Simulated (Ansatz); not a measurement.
Consider the isomerisation: `C=C[SiH2][SiH2]C` → `C=C([SiH3])[SiH2]C`.

Computed with Ansatz on PBE0-D4/def2-TZVP structures; ΔE is electronic, products minus reactants. CCSD(T)/CBS is the MP2 limit (def2-TZVPP, def2-QZVPP) plus CCSD(T) − MP2 in def2-TZVPP, frozen cores. DFT in def2-TZVPP. B3LYP here is the variant with VWN-RPA as its local correlation; programs differ in this. One conformer a species, not always the lowest.

```json
{"level": "B3LYP-D4", "ΔE (kJ/mol)": "-6.9"}
{"level": "r2SCAN", "ΔE (kJ/mol)": "-2.4"}
{"level": "PBE0", "ΔE (kJ/mol)": "2.8"}
{"level": "SCS-MP2/def2-TZVPP", "ΔE (kJ/mol)": "-15.5"}
{"level": "CCSD/def2-TZVPP", "ΔE (kJ/mol)": "-8.6"}
{"level": "HF/CBS(def2)", "ΔE (kJ/mol)": "-12.0"}
{"level": "MP2/CBS(def2)", "ΔE (kJ/mol)": "-16.0"}
{"level": "CCSD/CBS(def2)", "ΔE (kJ/mol)": "-8.4"}
```

What does CCSD(T)/CBS give? (An estimate is asked.)

The calculation gave: -8.8 kJ/mol. The listed levels differ from it by 1.9, 6.4, 11.6, -6.7, 0.2, -3.2, -7.2, 0.4 kJ/mol.

Largest T1 diagnostic among the species: 0.012.

From PBE to PBE0 (25 % exact exchange), in def2-TZVPP and without D4, ΔE moves by −3.4 kJ/mol. The D4 term adds −4.6 kJ/mol with B3LYP and −2.4 kJ/mol with PBE0; it sums over pairs of atoms, weighted by their polarisabilities, and B3LYP, whose exchange is more repulsive, gets the larger term.

CCSD(T)/CBS has its own doubt, a few kJ/mol and more with outer-core shells, so smaller differences from it don't rank the levels.
